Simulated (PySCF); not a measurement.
Spin states of ZnSi⁺

Unrestricted PBE0; PySCF, no relativity, basis sets Zn def2-SVPD, Si def2-SVPD. Outer shells of the fragments: Zn 3d10 4s2; Si+ 3s2 3p1.

Followed along the bond (rough minima from three points):

| 2Ms+1 | unpaired | ⟨S²⟩ at the start | R at minimum (Å) | Te (eV) |
| --- | --- | --- | --- | --- |
| 2 | π ↑ | 0.76 | 2.53 | 0.00 |
| 2 | σ ↑ | 0.76 | none in the scan | ≤ 1.20 |
| 4 | σ ↑, π ↑↑ | 3.76 | none in the scan | ≤ 1.58 |

Solutions found at the starting distance of 2.405 Å, counted from the lowest of them; the search is not exhaustive and high or unbound solutions are not listed, so other states can lie among these:

```csv
2Ms+1,unpaired,term,E (eV),⟨S²⟩,⟨Lz²⟩,μ (D)
2,π ↑,²Π,0.00,0.76,1.01,0.37
2,σ ↑,²Σ⁺,1.51,0.76,0.00,4.25
4,"σ ↑, π ↑↑",⁴Σ⁻,1.57,3.76,0.00,-1.04
2,"σ ↓, π ↑↑",mixed,2.15,1.77,0.00,-1.10
2,"σ ↑, π ↑↓",mixed,2.15,1.77,2.02,-1.00
4,"σ ↑↑, π ↑",⁴Π,2.24,3.75,1.01,2.97
```

A term symbol is given only where ⟨S²⟩ and ⟨Lz²⟩ are close to those of a pure state; real π, δ and φ orbitals otherwise mix terms. A positive dipole points towards Si; it is taken about the centre of mass and depends on that origin.

Counting both spins, an empty level lies below a filled one in some of these solutions, because spin and occupation are held.
